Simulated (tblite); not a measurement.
Start geometry of `C#CC/C([SiH3])=C\CCC` from a force field or distance geometry (Å):
```
atom  x, y, z in Å
C1     3.6953   -1.4966   -0.2695
C2     2.7752   -0.7295   -0.0243
C3     1.6688    0.1688    0.2925
C4     0.4620   -0.6705    0.4086
Si5    0.4831   -1.9823    1.7385
C6    -0.6326   -0.5946   -0.3268
C7    -0.8329    0.3855   -1.4275
C8    -2.0193    1.2789   -1.1507
C9    -1.8771    2.0706    0.1135
H10    4.4761   -2.1543   -0.5040
H11    1.5701    0.9941   -0.4186
H12    1.8687    0.6534    1.2901
H13    1.8445   -2.5614    1.8679
H14   -0.4436   -3.0283    1.3489
H15    0.1873   -1.3171    3.0033
H16   -1.4591   -1.2864   -0.1186
H17   -1.1449   -0.2295   -2.3171
H18    0.0503    0.9169   -1.7484
H19   -2.9524    0.6739   -1.1101
H20   -2.0839    1.9677   -2.0098
H21   -1.0917    2.8481    0.0951
H22   -1.7176    1.4653    1.0129
H23   -2.8312    2.6542    0.2641
```

Q: What comes out of this run: GFN2-xTB geometry optimisation, gas phase (tblite 0.8.0)?

A: 
```
atom  x, y, z in Å
C1     3.2215   -0.6644   -1.1912
C2     2.4962   -0.3301   -0.2999
C3     1.5848    0.0437    0.7626
C4     0.3513   -0.8372    0.7392
Si5    0.2208   -2.1121    2.1190
C6    -0.5640   -0.7344   -0.2219
C7    -0.5701    0.2087   -1.3833
C8    -1.7715    1.1589   -1.3178
C9    -1.6724    2.1117   -0.1332
H10    3.8687   -0.9466   -1.9666
H11    1.3076    1.0959    0.6429
H12    2.1020   -0.0608    1.7208
H13    1.3726   -3.0163    2.0604
H14   -1.0288   -2.8589    1.9813
H15    0.2465   -1.4055    3.4060
H16   -1.4297   -1.3855   -0.1840
H17   -0.6389   -0.3821   -2.3018
H18    0.3539    0.7848   -1.4308
H19   -2.6899    0.5729   -1.2353
H20   -1.8239    1.7351   -2.2443
H21   -0.7821    2.7321   -0.2173
H22   -1.6181    1.5526    0.7986
H23   -2.5415    2.7644   -0.0935
```

The energy falls by 39.0 kJ/mol over 181 L-BFGS steps, the largest force on an atom goes from 2.82 to 0.010 eV/Å, and the atoms move by 0.712 Å rms after alignment. Among the bonds, C3–C4 and C9–H23 change most and about equally (-0.041 to +0.041 Å). Bonds longer at the end by more than 0.005 Å: 9 of 22; shorter: 11. Among the angles that change most is Si5–C4–C6, from 116.5° to 122.3°. Among the dihedrals that turn most is C2–C3–C4–C6, from -119° to -71°. Rotational constants go from 2010, 754.2, 632.6 to 1424, 926.8, 660.0 MHz. The orientation of the end geometry is arbitrary; only internal coordinates are fixed.

Its GFN2-xTB frequencies are all real (lowest 32 cm⁻¹). One conformer, not necessarily the lowest.

All values are computed, not measured.
